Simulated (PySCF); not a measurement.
C₆H₉NO₂Si.
Atom-mapped SMILES: `[N:1]#[C:2][CH2:3][C@H:4]1[CH2:5][SiH2:6][CH2:7][C:8](=[O:9])[O:10]1`

Probes without a nucleus sit at each ring's centroid and 1 Å off its mean plane on both sides; NICS is minus the shielding there, NICSzz its component along the normal. Level: GIAO PBE0/pcSseg-1 (PySCF, non-relativistic, gas phase) on the GFN2-xTB geometry, one conformer.

Ring bond lengths (Å), with Mayer bond orders in brackets: C4–C5 1.529 (1.02), C5–Si6 1.910 (0.89), Si6–C7 1.910 (0.85), C7–C8 1.498 (1.03), C8–O10 1.350 (1.04), O10–C4 1.421 (0.84).

Question: What do the NICS probes read (ppm)?

Answer: 
```
               ring                                                    type  NICS(0)  NICS(1), two faces  NICS(1)zz, two faces  rms pucker (Å)  centre to ring atoms, mean (Å)
C4–C5–Si6–C7–C8–O10  6-membered ring with O and Si; formal bonds all single     -3.0         -3.1 / -2.9            -0.3 / 2.4            0.32                            1.52
```

Question: What do they say, and how far can they be read as aromaticity?

Answer: 
- C4–C5–Si6–C7–C8–O10: mean NICS(1)zz 1.0 ppm, near zero. C4, C5, Si6, C7 have four or more neighbours, so the value isn't read as a sign of a π ring current.

Question: At the first NICS(1) probe listed for ring C4–C5–Si6–C7–C8–O10, 1 Å off the ring, what do the in-plane components average?

Answer: The isotropic value is a third of the trace: (3 × -3.1 − (-0.3))/2 = -4.5 ppm.

Question: Give the inner angles of the rings and the Hirshfeld charges of the ring atoms.

Answer: 
- C4–C5–Si6–C7–C8–O10: C4 111.7° (+0.061 e), C5 109.3° (-0.169 e), Si6 99.7° (+0.366 e), C7 108.4° (-0.167 e), C8 117.2° (+0.201 e), O10 121.6° (-0.102 e); sum 668.0° against 720° for a flat convex ring.
